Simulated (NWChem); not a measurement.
# SiH$_{4}$Se$_{2}$; SMILES [SeH][SiH2][SeH]

```xyz
7

Si    -0.8876    -0.0058     0.0130
Se     0.3521     1.9010     0.2035
Se     0.3339    -1.9300    -0.1074
H     -1.7724     0.0369     1.2126
H     -1.7032    -0.0367    -1.2349
H      1.1177     1.6246    -1.0230
H      1.0297    -1.6657     1.1627
```
Atoms are numbered in this order, from 1.

Level: PBE0/def2-SVP (NWChem), optimised geometry, unscaled harmonic frequencies. This build's default masses of Se (78.918 u) and Br (79.917 u) are each other's, which moves their modes by up to 0.6 %.

```tsv
frequency (cm⁻¹)	IR intensity (km/mol)
98	0.0
203	19.5
215	14.0
352	12.7
442	18.4
448	36.6
588	0.9
680	46.7
776	6.0
838	212.4
914	92.7
2238	80.8
2251	76.6
2452	8.3
2452	2.5
```

| Item | Value |
|---|---|
| zero-point energy | 21.4 kcal/mol |
| thermal correction to the enthalpy at 298.15 K (with zero-point energy) | 25.7 kcal/mol |
| heat capacity Cv | 19.6 cal/(mol K) |
| entropy at 298.15 K and 1 atm (symmetry number 2) | 80.2 cal/(mol K) |
| dipole moment | 0.08 D |

Rigid rotor and harmonic oscillator; modes under 100 cm⁻¹ make the entropy uncertain.
